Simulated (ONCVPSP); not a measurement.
# Which change was made? (Kr, ONCV)

```json
{
  "Element": "krypton",
  "Generator": "ONCVPSP 4.0.1",
  "Type": "optimised norm-conserving Vanderbilt (ONCV)",
  "Functional": "LDA (Perdew-Wang 92)",
  "Relativity": "scalar-relativistic",
  "Frozen core": "[Ar] 3d10",
  "Valence charge": "8",
  "Reference configuration": "4s2 4p6",
  "Partial waves": "4s: rc 1.20 bohr, ncon 5, nbas 9, qcut 5.1 1/bohr, 2 projectors, debl 0.8 Ha; 4p: rc 1.70 bohr, ncon 4, nbas 7, qcut 4.8 1/bohr, 3 projectors, debl 0.6 Ha",
  "Local potential": "polynomial inside 1.10 bohr (lpopt 5, dvloc0 0 Ha)",
  "Core correction": "Teter function, fcfact 2.75, rcfact 1.2"
}
```

In the s channel the program set the typed energies aside and used -0.853, 0.250 Ha.

Cutoffs, loose and tight: the cutoffs (Ha) at which the residual kinetic energy of the hardest occupied pseudo-wave falls to 1 and 0.1 mHa per electron. They do not see the model core or the augmentation charge, which bear on the density cutoff. Test errors are all-electron minus pseudo excitation energies from the reference, over the configurations 4s2 4p5; 4s2 4p4; 4s2 4p3; 4s1 4p6; variants that change the core or the reference have their own tests.

The base gives: outcome: generated, projector energies reset by the program; cutoff, loose: 132 Ha; cutoff, tight: 159 Ha; bound ghosts: s, p; GHOST(+) flags above zero: s; largest test error (meV): -4.2.

Problem. After one change the result is: outcome: generated, projector energies reset by the program; cutoff, loose: 132 Ha; cutoff, tight: 159 Ha; bound ghosts: s; GHOST(+) flags above zero: s; largest test error (meV): -27. Which change was it?
A. p: rc 2.24
B. p: rc 1.92
C. p: rc 2.44
D. p: rc 1.36

Solution. B. The others give: p: rc 1.36 → outcome: generated, projector energies reset by the program; cutoff, loose: 132 Ha; cutoff, tight: 159 Ha; bound ghosts: s, p; GHOST(+) flags above zero: s, p; largest test error (meV): +11 | p: rc 2.24 → outcome: generated, projector energies reset by the program; cutoff, loose: 132 Ha; cutoff, tight: 159 Ha; bound ghosts: s; GHOST(+) flags above zero: s; largest test error (meV): -79 | p: rc 2.44 → outcome: generated, projector energies reset by the program; cutoff, loose: 132 Ha; cutoff, tight: 159 Ha; bound ghosts: s; GHOST(+) flags above zero: s; largest test error (meV): -111.
